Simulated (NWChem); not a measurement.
System: AlH4O4 anion; SMILES [OH][Al-]([OH])([OH])[OH]

NWChem printed, in part:

```
             Northwest Computational Chemistry Package (NWChem) 7.3.0
             --------------------------------------------------------

 S4  symmetry detected

                             Geometry "geometry" -> ""
                             -------------------------

 Output coordinates in angstroms (scale by  1.889725989 to convert to a.u.)

  No.       Tag          Charge          X              Y              Z
 ---- ---------------- ---------- -------------- -------------- --------------
    1 Al                  13.0000     0.00000000     0.00000000     0.00000000
    2 O                    8.0000     1.52928574     0.00000000    -0.93424700
    3 H                    1.0000     1.87252576     0.87836648    -1.11717800
    4 O                    8.0000     0.00000000    -1.52928574     0.93424700
    5 H                    1.0000     0.87836648    -1.87252576     1.11717800
    6 O                    8.0000    -0.00000000     1.52928574     0.93424700
    7 H                    1.0000    -0.87836648     1.87252576     1.11717800
    8 O                    8.0000    -1.52928574    -0.00000000    -0.93424700
    9 H                    1.0000    -1.87252576    -0.87836648    -1.11717800

 Effective nuclear repulsion energy (a.u.)     237.9042557296

      Symmetry information
      --------------------

 Group name              S4
 Group number             37
 Group order               4
 No. of unique centers     3

                                 NWChem DFT Module
                                 -----------------

 Summary of "ao basis" -> "ao basis" (spherical)
 ------------------------------------------------------------------------------
       Tag                 Description            Shells   Functions and Types
 ---------------- ------------------------------  ------  ---------------------
 Al                         6-31+g*                 10       22   5s4p1d
 O                          6-31+g*                  8       18   4s3p1d
 H                          6-31+g*                  2        2   2s

      Symmetry analysis of basis
      --------------------------

        a          26
        b          26
        e+         25
        e-         25

            General Information
            -------------------
          SCF calculation type: DFT
          Wavefunction type:  closed shell.
          No. of atoms     :     9
          No. of electrons :    50
           Alpha electrons :    25
            Beta electrons :    25
          Charge           :    -1
          Spin multiplicity:     1
          Use of symmetry is: on ; symmetry adaption is: on
          Maximum number of iterations: 150
          AO basis - number of functions:   102
                     number of shells:    50
          Convergence on energy requested:  1.00D-06
          Convergence on density requested:  1.00D-05
          Convergence on gradient requested:  5.00D-04

              XC Information
              --------------
                          KT2 Method XC Functional
                        Slater Exchange Functional  1.072 local
                           KT1 gradient correction  1.000 non-local
            Perdew 1991 LDA Correlation Functional  0.577 local

             Grid Information
             ----------------
          Grid used for XC integration:  medium
          Radial quadrature: Mura-Knowles
          Angular quadrature: Lebedev.
          Tag              B.-S. Rad. Rad. Pts. Rad. Cut. Ang. Pts.
          ---              ---------- --------- --------- ---------
          Al                  1.25       88           9.0       590
          O                   0.60       49          11.0       434
          H                   0.35       45          11.0       434
          Grid pruning is: on
          Number of quadrature shells:   182
          Spatial weights used:  Erf1

      Superposition of Atomic Density Guess
      -------------------------------------

 Sum of atomic energies:        -542.87874715

 Renormalizing density from      49.00 to     50

      Non-variational initial energy
      ------------------------------

 Total energy =    -550.450822
 1-e energy   =   -1248.453130
 2-e energy   =     460.098052
 HOMO         =      -0.185200
 LUMO         =       0.160613

      Symmetry analysis of molecular orbitals - initial
      -------------------------------------------------

  Numbering of irreducible representations:

     1 a           2 b           3 e+          4 e-

  Orbital symmetries:

     1 a           2 a           3 e+          4 e+          5 b
     6 a           7 e+          8 e+          9 b          10 a
    11 e+         12 e+         13 b          14 a          15 b
    16 e+         17 e+         18 a          19 b          20 e+
    21 e+         22 a          23 b          24 e+         25 e+
    26 a          27 e+         28 e+         29 b          30 a
    31 b          32 e+         33 e+         34 b          35 e+

     ---------------------------------------------
      Total Density - Mulliken Population Analysis
     ---------------------------------------------

    Atom       Charge   Shell Charges
 -----------   ------   -------------------------------------------------------
    1 Al  13    12.02   2.00  2.00  5.94  0.42  0.55  0.65  0.32 -0.07  0.02  0.20
    2 O    8     9.02   2.00  0.90  2.98  1.00  2.16 -0.19  0.17  0.01
    3 H    1     0.48   0.39  0.09
    4 O    8     9.02   2.00  0.90  2.98  1.00  2.16 -0.19  0.17  0.01
    5 H    1     0.48   0.39  0.09
    6 O    8     9.02   2.00  0.90  2.98  1.00  2.16 -0.19  0.17  0.01
    7 H    1     0.48   0.39  0.09
    8 O    8     9.02   2.00  0.90  2.98  1.00  2.16 -0.19  0.17  0.01
    9 H    1     0.48   0.39  0.09

[...]
```

Level: KT2/6-31+G* (spherical d). The geometry was optimised at B3LYP/def2-SVPD. Not confirmed as a minimum by frequencies.

Q: Which NWChem input produces such a log?

A: One answer among several that fit: the input that was run:
```
start job
memory heap 200 mb stack 900 mb global 1100 mb
charge -1
geometry units angstroms noautoz
  Al     0.000000     0.000000     0.000000
  O      1.122239    -1.038891    -0.934247
  H      1.970821    -0.627491    -1.117178
  O     -1.038891    -1.122239     0.934247
  H     -0.627491    -1.970821     1.117178
  O      1.038891     1.122239     0.934247
  H      0.627491     1.970821     1.117178
  O     -1.122239     1.038891    -0.934247
  H     -1.970821     0.627491    -1.117178
end
basis spherical
  * library 6-31+g*
end
dft
  xc kt2
  iterations 150
  mulliken
end
task dft energy
```
